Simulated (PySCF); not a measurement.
CH3AlFIO, SMILES C[O][Al]([F])[I]. The structure is a stationary point at PBE0-D3(BJ)/def2-SVP. The def2 effective core potentials stand for the cores of I; spin–orbit coupling is left out. One conformer was computed; it need not be the lowest.

Problem. Give the equilibrium geometry at PBE0-D3(BJ)/def2-SVP (PySCF confirms it by a frequency run) as Cartesian coordinates in Å, and its point group. (Estimate from the structure and the level; the computed values follow.)

Solution. One answer among several that fit: point group Cs.
```xyz
8

Al     0.6871     1.0042     0.0000
F      2.3242     1.2326     0.0000
I     -0.2129    -1.2704     0.0000
O     -0.3078     2.3510     0.0000
C     -1.6614     2.6740     0.0000
H     -1.9109     3.2758    -0.8903
H     -1.9109     3.2758     0.8903
H     -2.3137     1.7816     0.0000
```
